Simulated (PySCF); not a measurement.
Species: C3H8BrSi (charge 0, doublet). It need not be the lowest isomer of its formula. SMILES: C[Si](C)([CH2])Br
Geometry from a B3LYP-D3(BJ)/def2-TZVP (Ansatz) optimisation:
```xyz
13

C     -0.4684     2.0249    -0.8848
Si    -0.0325     0.2439    -0.8286
C      1.6681    -0.0719    -1.5254
C     -1.3461    -0.8128    -1.6254
Br     0.0384    -0.3411     1.3687
H      0.2770     2.8100    -0.8218
H     -1.4950     2.3744    -0.8806
H      1.6924     0.1711    -2.5907
H      2.4163     0.5383    -1.0174
H      1.9471    -1.1197    -1.4049
H     -2.3219    -0.6264    -1.1746
H     -1.1150    -1.8725    -1.5065
H     -1.4135    -0.5924    -2.6938
```
Charge 0, spin multiplicity 2.

Dispersion corrections to the total energy (kcal/mol) from the dftd3 and dftd4 libraries through PySCF: D3(BJ) without and D4 with the three-body term, each with the damping fitted for the functional named.

```
functional  D3(BJ)      D4
----------  ------  ------
BHLYP       -11.29   -9.62
HSE06        -5.70   -6.00
revPBE      -18.33  -20.61
BLYP        -16.71  -15.97
r2SCAN         ___   -1.87
CAM-B3LYP      ___   -6.56
B2GP-PLYP      ___   -3.24
```

Question: Some entries are withheld; supply them.

Answer: 
- r2SCAN, D3(BJ): -2.29
- CAM-B3LYP, D3(BJ): -6.71
- B2GP-PLYP, D3(BJ): -6.30
